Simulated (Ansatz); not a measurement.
```yaml
crystal:
  periodic: [false, false, false]
  atoms:
    - {symbol: C, position_ang: [-2.640509, -0.844077, -0.470918]}
    - {symbol: Si, position_ang: [-0.922488, -0.612543, -1.224842]}
    - {symbol: C, position_ang: [0.390653, -0.361026, 0.004427]}
    - {symbol: C, position_ang: [1.161830, 0.757079, 0.088094]}
    - {symbol: Si, position_ang: [2.467572, 1.071897, 1.414168]}
    - {symbol: H, position_ang: [-2.893022, 0.003343, 0.159090]}
    - {symbol: h, position_ang: [-2.604251, -1.700184, 0.216874]}
    - {symbol: H, position_ang: [-3.346349, -0.961915, -1.175386]}
    - {symbol: H, position_ang: [-0.604472, -1.810997, -2.090226]}
    - {symbol: H, position_ang: [-1.001872, 0.575881, -2.171885]}
    - {symbol: H, position_ang: [0.618053, -1.123318, 0.751254]}
    - {symbol: H, position_ang: [0.969887, 1.584050, -0.605343]}
    - {symbol: H, position_ang: [3.788449, 1.286485, 0.741636]}
    - {symbol: H, position_ang: [2.534909, -0.188130, 2.229060]}
    - {symbol: H, position_ang: [2.134493, 2.289767, 2.186956]}
basis:
  gaussian: {orbitals: cc-pVTZ-DK, fitting: {mean_field: cc-pVTZ-jkfit}, final_grid: {core_spheres: 8, valence_spheres: 7, degree: 23}}
hamiltonian: {xc: {name: PBE-QIDH}}
output: {forces: true}
```

```sh
$ ansatz run in.yaml --threads 4 --pin off --events-out ev --progress --plain --max-ram 10444MiB
```

It prints (some lines left out):

```
Error: YAML parse error: error: line 10 column 16: `h` is not an element symbol (H … Og, case-exact)
 8 |     - {symbol: Si, position_ang: [2.467572, 1.071897, 1.414168]}
 9 |     - {symbol: H, position_ang: [-2.893022, 0.003343, 0.159090]}
10 |     - {symbol: h, position_ang: [-2.604251, -1.700184, 0.216874]}
11 |     - {symbol: H, position_ang: [-3.346349, -0.961915, -1.175386]}
12 |     - {symbol: H, position_ang: [-0.604472, -1.810997, -2.090226]}
```

What is wrong with this run?

An element symbol is wrong. The program refused the input.
